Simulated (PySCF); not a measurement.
Run record for 2-chloroaniline, `Nc1ccccc1Cl`: OLYP/ANO-RCC-VDZP, full TDDFT, 6 singlets.

Method: TDDFT OLYP/ANO-RCC-VDZP, vertical, gas phase, core orbitals frozen in the response (PySCF 2.14.0, density-fitted response routines). Geometry: GFN2-xTB. A driver script takes a list of jobs; this job's settings line and coordinates (Å) are shown.

Command:
```bash
OMP_NUM_THREADS=1 python probes_run.py task.json out
```

Input:
```
{"job": {"kind": "uv", "xc": "OLYP", "basis": "ANO-RCC-VDZP", "nstates": 6, "ntriplets": 2, "tda": false}, "charge": 0, "multiplicity": 1}
N      2.251512    -0.329143    -0.024050
C      0.891011    -0.158102    -0.025425
C      0.022123    -1.247189    -0.125763
C     -1.345930    -1.077159    -0.058087
C     -1.889854     0.185183     0.109932
C     -1.050637     1.282208     0.209094
C      0.316860     1.107398     0.141019
Cl     1.358310     2.497845     0.255559
H      2.605809    -1.181264    -0.423745
H      2.803647     0.498061    -0.185908
H      0.442746    -2.233567    -0.256876
H     -1.992341    -1.937899    -0.139150
H     -2.958611     0.318894     0.164074
H     -1.455322     2.274260     0.337160
```

Output:
```
coarse grid: 12928 points
cycle   1  E = -746.7747088898  dE =  1.218e+00  |g| = 5.585e-01  |ddm| = 5.510e+00
cycle   2  E = -746.6501354706  dE =  1.246e-01  |g| = 8.712e-01  |ddm| = 1.674e+00
cycle   3  E = -746.8480299608  dE = -1.979e-01  |g| = 2.122e-01  |ddm| = 1.268e+00
cycle   4  E = -746.8613186570  dE = -1.329e-02  |g| = 5.453e-02  |ddm| = 3.367e-01
cycle   5  E = -746.8620308470  dE = -7.122e-04  |g| = 2.021e-02  |ddm| = 8.318e-02
cycle   6  E = -746.8621494595  dE = -1.186e-04  |g| = 4.724e-03  |ddm| = 3.062e-02
cycle   7  E = -746.8621548506  dE = -5.391e-06  |g| = 2.129e-03  |ddm| = 7.657e-03
final grid: 122224 points
cycle   8  E = -746.8372517014  dE = -7.549e-05  |g| = 1.116e-02  |ddm| = 6.377e-02
cycle   9  E = -746.8371944808  dE =  5.722e-05  |g| = 1.752e-02  |ddm| = 3.751e-02
cycle  10  E = -746.8372798463  dE = -8.537e-05  |g| = 5.840e-03  |ddm| = 2.886e-02
cycle  11  E = -746.8372896097  dE = -9.763e-06  |g| = 6.168e-04  |ddm| = 7.684e-03
cycle  12  E = -746.8372896894  dE = -7.970e-08  |g| = 2.835e-04  |ddm| = 9.151e-04
cycle  13  E = -746.8372897107  dE = -2.129e-08  |g| = 5.320e-05  |ddm| = 3.517e-04
cycle  14  E = -746.8372897112  dE = -5.264e-10  |g| = 2.778e-05  |ddm| = 7.644e-05
converged SCF energy = -746.8372897112

Static polarisability (au): isotropic 82.383, principal 40.032 95.295 111.823

Singlet excitations
state   eV       nm        f      main configurations
  1   4.3408    285.6   0.00651   H->L+1 0.82, H->L 0.10
  2   4.4860    276.4   0.04025   H->L 0.78, H->L+1 0.09
  3   4.6077    269.1   0.00099   H->L+3 0.88, H->L+2 0.10
  4   5.2612    235.7   0.00327   H->L+4 0.95
  5   5.3309    232.6   0.00405   H->L+5 0.85
  6   5.3426    232.1   0.00356   H-1->L+1 0.82, H->L+5 0.08

Triplet excitations (Tamm-Dancoff, eV): 3.7151 3.9361
```

The SCF starts on a coarse grid where the log names one; the energy can jump when the final grid takes over, and dE then counts from the start density on the new grid. H and L stand for HOMO and LUMO; the number after each pair is its weight.

Task: How does the lowest singlet excitation compare with the HOMO–LUMO gap?

Result: HOMO -4.80 eV and LUMO -0.80 eV give a gap of 4.00 eV; S1 at 4.34 eV lies 0.34 eV above it.

Task: Which computed singlet has the largest oscillator strength, and what do all of them sum to?

Result: State 2 at 4.49 eV (276 nm), f = 0.040; the 6 states sum to 0.059.

In short: SCF converged in 14 cycles with 146 basis and 973 fitting functions; HOMO -4.80 eV, LUMO -0.80 eV; lowest singlet 4.34 eV; lowest triplet 3.72 eV (Tamm–Dancoff); mean polarisability 82.4 au.

ANO-RCC sets were contracted for a scalar-relativistic Hamiltonian, but ran non-relativistically here. The basis is contracted for a relativistic Hamiltonian, but the run is non-relativistic.

Task: How long does this job take on one thread of an Arm Neoverse V2, no GPU, on a shared host? And the peak memory of the process?

Result: About 61 s, with 0.54 GiB resident at the peak, the Python interpreter and its libraries included.

The values belong to the conformer `[NH2:1][c:2]1[cH:3][cH:4][cH:5][cH:6][c:7]1[Cl:8]`: H–N1–C2–C3 22°, H–N1–C2–C3 165°.
